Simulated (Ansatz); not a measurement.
Gas-phase electronic energies from Ansatz, PBE0-D4/def2-TZVP geometries. CCSD(T)/CBS is the MP2 limit (def2-TZVPP, def2-QZVPP) plus CCSD(T) − MP2 in def2-TZVPP, frozen cores. Functionals use def2-TZVPP. For Ge outer-core shells are correlated without core-valence functions, which leaves a few kJ/mol of doubt a bond. Scalar relativity is left out up to krypton. One conformer a species, not always the lowest.

`[F][GeH2][SiH3]` + `CO[SiH](C)N` → `CO[SiH](C)[SiH3]` + `[NH2][GeH2][F]`  (redistribution)

`[F][GeH2][SiH3]`:

Cartesian coordinates in Å:
```
F 0.247 -1.869 -1.351
Ge -0.398 -1.084 0.075
Si 0.371 1.172 0.013
H -1.926 -1.234 -0.032
H 0.133 -1.900 1.267
H 1.855 1.194 0.041
H -0.158 1.886 1.206
H -0.124 1.834 -1.220
```

`CO[SiH](C)N`:

Cartesian coordinates in Å:
```
C -0.885 -1.750 0.470
O -1.349 -0.519 -0.023
Si -0.347 0.717 -0.456
C 0.642 1.315 1.006
N 0.775 0.320 -1.684
H -0.461 -1.648 1.476
H -0.122 -2.188 -0.185
H -1.728 -2.442 0.525
H -1.301 1.731 -0.964
H -0.015 1.533 1.851
H 1.192 2.226 0.757
H 1.368 0.565 1.333
H 0.502 0.069 -2.619
H 1.729 0.072 -1.487
```

`CO[SiH](C)[SiH3]`:

Z-matrix (Å, degrees):
```
C
O 1 1.407
H 1 1.092 2 108.4
H 1 1.096 2 111.5 3 119.2
H 1 1.097 2 111.6 3 -119.3
Si 2 1.651 1 122.7 3 171.2
Si 6 2.341 2 105.7 1 -173.4
C 6 1.870 2 112.1 1 64.4
H 6 1.497 2 109.0 1 -54.9
H 7 1.490 6 109.6 2 178.6
H 7 1.489 6 110.8 2 -62.4
H 7 1.488 6 111.4 2 58.7
H 8 1.092 6 111.3 2 59.6
H 8 1.094 6 110.0 2 179.4
H 8 1.093 6 111.3 2 -61.4
```

`[NH2][GeH2][F]`:

Z-matrix (Å, degrees):
```
Ge
F 1 1.752
N 1 1.811 2 111.5
H 1 1.530 2 105.1 3 -118.3
H 1 1.530 2 105.1 3 118.3
H 3 1.009 1 116.2 2 65.7
H 3 1.009 1 116.2 2 -65.7
```

| level | ΔE (kcal/mol) |
| --- | --- |
| r2SCAN-D4 | 14.9 |
| ωB97X-V | 14.1 |
| B2PLYP | 14.7 |
| SCS-MP2/def2-TZVPP | 13.7 |
| CCSD/def2-TZVPP | 14.0 |
| CCSD(T)/def2-TZVPP | 13.6 |
| HF/def2-QZVPP | 15.2 |
| SCS-MP2/def2-QZVPP | 14.2 |

Problem. What does CCSD(T)/CBS give? (An estimate is asked.)

Solution. Computed: +14.5 kcal/mol. The listed levels differ from it by 0.4, -0.4, 0.2, -0.8, -0.5, -0.9, 0.7, -0.3 kcal/mol.

Largest T1 diagnostic among the species: 0.012.

In def2-TZVPP, CCSD(T) changes the Hartree–Fock value by −1.3 kcal/mol (the triples alone add −0.4 kcal/mol) and MP2 by −1.0 kcal/mol.
